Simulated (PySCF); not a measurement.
C3H6F2Si, SMILES F/C([SiH2]F)=C\C. Heavy atoms are numbered as in [CH3:1]/[CH:2]=[C:3](\[F:4])[SiH2:5][F:6]. Hydrogens are named by the atom that carries them.

Coordinates come from a B3LYP-D3(BJ)/def2-SVP optimisation. The structure was generated by enumeration; whether it is a known compound was not checked. The values are those of a single conformer.

Computed with PBE/pcSseg-1 (PySCF).

GIAO shieldings, no solvent; atoms alike by connectivity are averaged. δ = σ(ref) − σ: ¹³C against TMS (σ = 182.0 ppm); ¹⁹F against CFCl3 (σ = 133.6 ppm); ²⁹Si against TMS (σ = 335.4 ppm); ¹H against TMS (σ = 31.49 ppm), references at their B3LYP-D3(BJ)/def2-TZVP geometries, non-relativistic.

```tsv
nucleus	atoms	count	δ (ppm)
¹³C	C3	1	167.7
¹³C	C2 (CH)	1	129.3
¹³C	C1 (CH3)	1	14.2
¹⁹F	F4	1	-146.1
¹⁹F	F6	1	-260.7
²⁹Si	Si5 (SiH2)	1	-16.3
¹H	H on C2	1	5.90
¹H	H on Si5	2	5.68
¹H	H on C1	3	2.19
```
